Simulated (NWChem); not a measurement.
Si$_{2}$NH$_{5}$F$_{2}$; SMILES F[SiH2]N[SiH2]F

```xyz
10

Si    -0.3289     1.3839    -0.0875
F      0.8394     2.3826    -0.6181
N      0.3393    -0.0679     0.5677
Si     0.4816    -1.6150    -0.1872
F     -0.7050    -2.6168     0.2945
H     -1.0597     2.1307     0.9683
H     -1.1697     1.0216    -1.2553
H      0.6940    -0.0037     1.5197
H      1.7556    -2.2638     0.2159
H      0.3406    -1.4299    -1.6529
```
Atoms are numbered in this order, from 1.

Results from NWChem. Pople sets run with spherical d functions. All runs use the structure optimised with PBE0/def2-SVP. Atomic charges in e: unrestrained fits to the electrostatic potential beside Mulliken populations; buried atoms are poorly determined by the fit.

Problem. What does the run give for Hartree-Fock/6-31G*? Quantities: ESP Si1; Mulliken Si1; ESP F2; Mulliken F2; ESP N3; Mulliken N3; ESP Si4; Mulliken Si4; ESP F5; Mulliken F5; relative RMS misfit of the potential (%).

Solution. 
```
Property                                  Value
----------------------------------------  -----
ESP Si1                                    0.97
Mulliken Si1                               1.23
ESP F2                                    -0.39
Mulliken F2                               -0.54
ESP N3                                    -0.87
Mulliken N3                               -1.11
ESP Si4                                    0.97
Mulliken Si4                               1.23
ESP F5                                    -0.39
Mulliken F5                               -0.54
relative RMS misfit of the potential (%)     24
```
